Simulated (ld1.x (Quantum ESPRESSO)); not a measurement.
## What the settings do to the ultrasoft potential of nitrogen (N)

Base potential:

N, ultrasoft, made with ld1.x (Quantum ESPRESSO) 7.5 (LDA (PZ), non-relativistic). Core [He], reference 2s2 2p3. Waves: 2s (bound): rcut 1.05, rcutus 1.25 bohr; 2s channel at -0.2 Ry: rcut 1.05, rcutus 1.25 bohr; 2p (bound): rcut 1.50, rcutus 1.95 bohr; 2p channel at -0.15 Ry: rcut 1.50, rcutus 1.95 bohr. Local part: all-electron potential smoothed inside 0.95 bohr (lloc = -1). Core correction: none. Augmentation charge: PSQ, radius 0.95 bohr.

Cutoffs, loose and tight: the cutoffs (Ry, on a coarse ladder) from which the occupation-weighted sum of valence levels, in a spherical-Bessel basis at the reference potential, stays within 10 and 1 mRy of its value at 400 Ry. They do not see the model core or the augmentation charge, which bear on the density cutoff. Test errors are all-electron minus pseudo excitation energies from the reference, over the configurations 2s2 2p2; 2s2 2p1; 2s2 2p0; 2s2 2p3.3; 2s2 2p2.5; 2s1 2p3; 2s1 2p0 (two spin-polarised tests are not counted in the largest error). A dash means not determined; rows that change the core or the reference have their own tests.

Cutoffs are not given where the Bessel-basis levels miss the radial ones by over 6 mRy, ghosts where they miss by over 20 mRy; a channel whose overlap is not positive is not tested.

A file whose overlap is not positive is unfit for use, and its test errors describe a broken file.

| change | outcome | cutoff, loose | cutoff, tight | bound ghosts | largest test error (meV) |
| --- | --- | --- | --- | --- | --- |
| base | generated | 18 Ry | 30 Ry | none | +582 |
| local potential all-electron potential smoothed inside 1.65 bohr (lloc = -1) | generated | 18 Ry | 30 Ry | none | +579 |
| reference 2s2 2p1.5 | generated, overlap not positive | – | – | not determined (overlap not positive) | test run stopped at test 1 of 9 (negative rho) |
| local potential all-electron potential smoothed inside 2.08 bohr (lloc = -1) | generated | 18 Ry | 30 Ry | none | +562 |
| scalar-relativistic | generated | 18 Ry | 30 Ry | none | +581 |
| waves 2p (bound): rcut 1.50, rcutus 2.78 bohr; 2p channel at -0.15 Ry: rcut 1.50, rcutus 2.78 bohr | generated, overlap not positive | – | – | not determined (overlap not positive) | +557 |

(1) What comes out with this change to the base: core correction a·sin(br)/r model core inside 0.56 bohr?

(2) What comes out with this change to the base: all radii scaled by about 1.25 (s 1.56, p 2.44 bohr, rcut 1.32/1.88); local potential all-electron potential smoothed inside 1.20 bohr (lloc = -1); augmentation PSQ, radius 1.20 bohr?

## Answers

(1) outcome: generated; cutoff, loose: 18 Ry; cutoff, tight: 30 Ry; bound ghosts: none; largest test error (meV): +151.

(2) outcome: generated; cutoff, loose: 15 Ry; cutoff, tight: 21 Ry; bound ghosts: none; largest test error (meV): +588.
